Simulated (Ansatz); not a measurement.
Relaxation of H₇NO₂Sn (11 atoms, charge 0, multiplicity 1), to a largest force component of 0.03 eV/Å in at most 50 steps.

Theory: RKS BLYP-D4/def2-SVP in Ansatz.

```xyz
11
Properties=species:S:1:pos:R:3:forces:R:3
Sn -0.061 0.568 -0.211 0.02 -0.08 0.07
O 0.682 -0.390 2.703 -0.08 0.45 -0.09
H -0.210 -0.679 2.980 -0.01 0.00 0.00
H 1.287 -0.430 -0.621 0.00 0.03 -0.01
O -0.645 1.529 -1.909 0.02 0.00 -0.02
H -1.597 1.389 -2.087 0.04 -0.01 0.04
H -1.470 -0.243 0.399 -0.02 0.02 0.03
N 0.524 2.122 1.074 0.03 -0.15 0.18
H 1.544 2.259 0.980 -0.05 0.02 -0.03
H 0.094 3.003 0.752 0.01 0.00 0.02
H 0.599 0.602 2.733 0.04 -0.28 -0.20
```

Where does it end, and by what steps?

The forces met the threshold. The force dipped under the threshold on the way, but the program's further checks kept it going. After 11 steps the energy has fallen by 0.127 eV; H10 moved furthest, 0.61 Å.

```json
{"step": "0", "energy less start (eV)": "0.0000", "largest force component (eV/Å)": "0.453", "accepted": "yes"}
{"step": "1", "energy less start (eV)": "-0.0669", "largest force component (eV/Å)": "0.404", "accepted": "yes"}
{"step": "2", "energy less start (eV)": "-0.0806", "largest force component (eV/Å)": "0.659", "accepted": "yes"}
{"step": "3", "energy less start (eV)": "-0.0920", "largest force component (eV/Å)": "0.659", "accepted": "yes"}
{"step": "4", "energy less start (eV)": "-0.0396", "largest force component (eV/Å)": "0.853", "accepted": "no"}
{"step": "5", "energy less start (eV)": "-0.1065", "largest force component (eV/Å)": "0.507", "accepted": "yes"}
{"step": "6", "energy less start (eV)": "-0.1173", "largest force component (eV/Å)": "0.118", "accepted": "yes"}
{"step": "7", "energy less start (eV)": "-0.1179", "largest force component (eV/Å)": "0.139", "accepted": "yes"}
{"step": "8", "energy less start (eV)": "-0.1255", "largest force component (eV/Å)": "0.082", "accepted": "yes"}
{"step": "9", "energy less start (eV)": "-0.1268", "largest force component (eV/Å)": "0.019", "accepted": "yes"}
{"step": "10", "energy less start (eV)": "-0.1269", "largest force component (eV/Å)": "0.130", "accepted": "yes"}
{"step": "11", "energy less start (eV)": "-0.1272", "largest force component (eV/Å)": "0.027", "accepted": "yes"}
```

```xyz
11
Properties=species:S:1:pos:R:3
Sn -0.098 0.426 -0.130
O 0.672 -0.348 2.466
H -0.134 -0.436 3.012
H 1.221 -0.599 -0.515
O -0.449 1.238 -1.969
H -1.292 1.736 -1.978
H -1.616 -0.165 0.467
N 0.530 2.011 1.143
H 1.348 2.486 0.730
H -0.201 2.735 1.215
H 0.765 0.645 2.352
```

Time of the run: 28 s on 2 threads of Arm Neoverse V1, with other jobs on the host, peak memory 0.094 GiB.
